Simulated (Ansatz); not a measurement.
Geometry optimisation, DFT PBE, scalar-relativistic, plane waves, PAW (Ansatz 0.2.0).

Input file:

```yaml
crystal:
  lattice:
    - [0.0, 5.43, 5.43]
    - [5.43, 0.0, 5.43]
    - [5.43, 5.43, 0.0]
  atoms:
    - { symbol: Si, position: [0.0, 0.0, 0.0] }
    - { symbol: Si, position: [0.125, 0.125, 0.125] }
    - { symbol: Si, position: [0.0, 0.0, 0.5] }
    - { symbol: Si, position: [0.125, 0.125, 0.625] }
    - { symbol: Si, position: [0.0, 0.5, 0.0] }
    - { symbol: Si, position: [0.125, 0.625, 0.125] }
    - { symbol: Si, position: [0.0, 0.5, 0.5] }
    - { symbol: Si, position: [0.125, 0.625, 0.625] }
    - { symbol: Si, position: [0.5, 0.0, 0.0] }
    - { symbol: Si, position: [0.625, 0.125, 0.125] }
    - { symbol: Si, position: [0.5, 0.0, 0.5] }
    - { symbol: Si, position: [0.625, 0.125, 0.625] }
    - { symbol: Si, position: [0.5, 0.5, 0.0] }
    - { symbol: Si, position: [0.625, 0.625, 0.125] }
    - { symbol: Si, position: [0.5, 0.5, 0.5] }
    - { symbol: Si, position: [0.625, 0.625, 0.625] }
    - { symbol: Cu, position: [0.7531967, 0.2457212, 0.7469622] }
total_charge: 1
basis:
  ecutwfc: 420.0
kpoints:
  mp_grid: { grid: [2, 2, 2] }
hamiltonian:
  xc: pbe
  pseudopotentials: { kind: paw, azcp: { folder: soft_1 } }
scf:
  occupations: { method: fermi_dirac, width: 0.02 }
  lower_state_search: "off"
relax:
  f_tol: 0.08
  max_steps: 25
  adjacent_minimum: "off"
```

Run as:

```bash
$ ansatz run input.yaml --threads 1 --pin off --max-ram 3072MiB --backend cpu --events-out ev --progress --plain --runs-dir out
```

Q: Where does it end, and by what steps?

A: The run converged. The threshold is loose, so the end isn't yet a minimum. The force dipped under the threshold on the way, but the program's further checks kept it going. Limits of this set-up: coarse k mesh, charged cell in a uniform background, uncorrected. After 12 steps the energy has fallen by 0.136 eV; Cu17 moved furthest, 0.23 Å.

```csv
step,energy less start (eV),largest force component (eV/Å),accepted
0,0.0000,0.579,yes
1,-0.0967,0.172,yes
2,-0.1038,0.040,yes
3,-0.1047,0.038,yes
4,-0.1064,0.152,yes
5,-0.1096,0.149,yes
6,-0.1133,0.248,yes
7,-0.1231,0.075,yes
8,-0.1231,0.075,yes
9,-0.1282,0.068,yes
10,-0.1318,0.111,yes
11,-0.1364,0.054,yes
12,-0.1364,0.054,yes
```

```xyz
17
Lattice="0.0000 5.4300 5.4300 5.4300 0.0000 5.4300 5.4300 5.4300 0.0000" Properties=species:S:1:pos:R:3
Si 0.048 0.045 0.055
Si 1.426 1.367 1.425
Si 2.701 2.674 -0.030
Si 4.103 4.093 1.387
Si 2.785 0.032 2.765
Si 4.136 1.387 4.117
Si 5.468 2.764 2.775
Si 6.848 4.128 4.100
Si -0.027 2.662 2.721
Si 1.372 4.062 4.130
Si 2.566 5.338 2.599
Si 3.937 6.658 3.944
Si 2.801 2.754 5.465
Si 4.129 4.120 6.840
Si 5.394 5.441 5.379
Si 6.779 6.863 6.764
Cu 5.223 8.058 5.288
```

Run time: 66 s on 1 thread of Arm Neoverse V2, on a shared host, peak memory 0.56 GiB.
